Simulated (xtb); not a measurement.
xtb input (GFN1-xTB):

```bash
xtb mol.xyz --gfn 1 --sp --chrg 0 --uhf 0
```
mol.xyz:
```
4

Cl    -0.56434547     2.43938640    -0.05544299
Al    -0.09569963     0.41366216    -0.00940182
Br     2.04447657    -0.23101573     0.06205019
Br    -1.73482034    -1.10747504    -0.03162863
```

End of the output:

```
         :::::::::::::::::::::::::::::::::::::::::::::::::::::
         ::                     SUMMARY                     ::
         :::::::::::::::::::::::::::::::::::::::::::::::::::::
         :: total energy             -13.518155782076 Eh    ::
         :: gradient norm              0.030540425703 Eh/a0 ::
         :: HOMO-LUMO gap              4.689350567063 eV    ::
         ::.................................................::
         :: SCC energy               -13.559255191507 Eh    ::
         :: -> electrostatic           0.003489928655 Eh    ::
         :: repulsion energy           0.043078230144 Eh    ::
         :: dispersion energy         -0.001978820713 Eh    ::
         :: halogen bond corr.         0.000000000000 Eh    ::
         :: add. restraining           0.000000000000 Eh    ::
         :: total charge               0.000000000000 e     ::
         :::::::::::::::::::::::::::::::::::::::::::::::::::::

           -------------------------------------------------
          |                Property Printout                |
           -------------------------------------------------

    * Orbital Energies and Occupations

         #    Occupation            Energy/Eh            Energy/eV
      -------------------------------------------------------------
         1        2.0000           -0.9230046             -25.1162
         2        2.0000           -0.7360677             -20.0294
         3        2.0000           -0.7283598             -19.8197
         4        2.0000           -0.5453047             -14.8385
         5        2.0000           -0.5006145             -13.6224
         6        2.0000           -0.4978753             -13.5479
         7        2.0000           -0.4897377             -13.3264
         8        2.0000           -0.4745642             -12.9135
         9        2.0000           -0.4701962             -12.7947
        10        2.0000           -0.4674431             -12.7198
        11        2.0000           -0.4647519             -12.6465
        12        2.0000           -0.4585927             -12.4789 (HOMO)
        13                         -0.2862622              -7.7896 (LUMO)
        14                         -0.1635577              -4.4506
        15                         -0.1307636              -3.5583
        16                         -0.1207836              -3.2867
        17                         -0.1196838              -3.2568
Note: The following floating-point exceptions are signalling: IEEE_DENORMAL
normal termination of xtb
        18                         -0.1190814              -3.2404
        19                         -0.1169188              -3.1815
        20                         -0.1102710              -3.0006
        21                         -0.1062360              -2.8908
        22                         -0.0966671              -2.6304
        23                         -0.0647214              -1.7612
       ...                                ...                  ...
        36                          0.9087065              24.7272
      -------------------------------------------------------------
                  HL-Gap            0.1723305 Eh            4.6894 eV
             Fermi-level           -0.3724275 Eh          -10.1343 eV

  Mulliken/CM5 charges         n(s)   n(p)   n(d)
     1Cl   -0.16269 -0.12131   1.868  5.301 -0.007
     2Al    0.29582  0.12695   1.000  0.969  0.735
     3Br   -0.06657 -0.00282   1.887  5.195 -0.015
     4Br   -0.06657 -0.00282   1.887  5.195 -0.015

Wiberg/Mayer (AO) data.
largest (>0.10) Wiberg bond orders for each atom

 ---------------------------------------------------------------------------
     #   Z sym  total        # sym  WBO       # sym  WBO       # sym  WBO
 ---------------------------------------------------------------------------
     1  17 Cl   1.397 --     2 Al   1.256
     2  13 Al   3.931 --     4 Br   1.338     3 Br   1.338     1 Cl   1.256
     3  35 Br   1.484 --     2 Al   1.338
     4  35 Br   1.484 --     2 Al   1.338
 ---------------------------------------------------------------------------

Topologies differ in total number of bonds
Writing topology from bond orders to xtbtopo.mol

 dipole moment from electron density (au)
     X       Y       Z
   0.0157  -0.0680   0.0015  total (Debye):    0.177

           -------------------------------------------------
          | TOTAL ENERGY              -13.518155782076 Eh   |
          | GRADIENT NORM               0.030540425703 Eh/α |
          | HOMO-LUMO GAP               4.689350567063 eV   |
           -------------------------------------------------

------------------------------------------------------------------------
------------------------------------------------------------------------
 total:
 SCF:
```
